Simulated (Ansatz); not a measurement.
Computed with Ansatz.

A structure relaxed at PBE0-D4/def2-TZVP, charge 0, multiplicity 1:

Cartesian coordinates in Å:
```
F 0.052 -1.273 1.466
C 0.066 -0.965 0.112
Si -0.024 0.894 -0.168
F -1.471 1.435 0.242
H -0.774 -1.480 -0.368
H 0.990 -1.365 -0.325
H 0.177 1.156 -1.616
H 0.984 1.598 0.657
```

(1) Give its formula and SMILES.

(2) Summarise the bond lengths by kind.

## Answers

(1) CH4F2Si, `FC[SiH2]F`.

(2) 1 × C–F 1.389 Å; 1 × C–Si 1.882 Å; 2 × C–H 1.096 to 1.097 Å; 1 × F–Si 1.598 Å; 2 × H–Si 1.481 to 1.485 Å.
